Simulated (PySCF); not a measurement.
ZrOF + 2 H₂O → Zr(OH)₃ + HF

Level: PBE0 in the def2-TZVP basis family, computed in PySCF with density fitting; scalar-relativistic core potentials for atoms from Rb on, none lighter, no spin–orbit coupling; open shells unrestricted.

```json
{"species": "ZrOF", "state and structure": "doublet, Cs, Zr–F 1.908 Å, Zr–O 1.725 Å; F–Zr–O 108.1°", "ZPE (kJ/mol)": "11.2", "H(298 K) − H(0) (kJ/mol)": "11.7", "S° (J/(mol K))": "284.3"}
{"species": "H₂O", "state and structure": "singlet, C2v, O–H 0.960 Å (×2); H–O–H 105.1°", "ZPE (kJ/mol)": "56.5", "H(298 K) − H(0) (kJ/mol)": "9.9", "S° (J/(mol K))": "188.7"}
{"species": "Zr(OH)₃", "state and structure": "doublet, C3h, O–H 0.952 Å (×3), Zr–O 1.927 Å (×3); H–O–Zr 173.9° (×3), O–Zr–O 120.0° (×3)", "ZPE (kJ/mol)": "97.1", "H(298 K) − H(0) (kJ/mol)": "23.3", "S° (J/(mol K))": "360.4"}
{"species": "HF", "state and structure": "singlet, C∞v, H–F 0.920 Å", "ZPE (kJ/mol)": "24.9", "H(298 K) − H(0) (kJ/mol)": "8.7", "S° (J/(mol K))": "173.6"}
```

(1) Is the gas-phase reaction uphill or downhill in electronic energy at this level, and by how much?

(2) Add zero-point, thermal and entropy terms for 298.15 K and 1 bar.

## Answers

(1) At PBE0/def2-TZVP, ΔE = -232.3 kJ/mol, downhill. 

(2) ΔZPE = -2.2 and Δ[H(298) − H(0)] = 0.5 kJ/mol give ΔH° = -234.0 kJ/mol. ΔS° = -127.7 J/(mol K), so ΔG° = -234.0 − 298.15 × (-0.1277) = -196 kJ/mol. ΔG° would change sign near 1830 K if ΔH° and ΔS° stayed fixed.

Open d or f shells are single determinants, so the state found may not be the ground state. Each species is the lowest minimum found with this bonding; other isomers or fragments can lie lower.
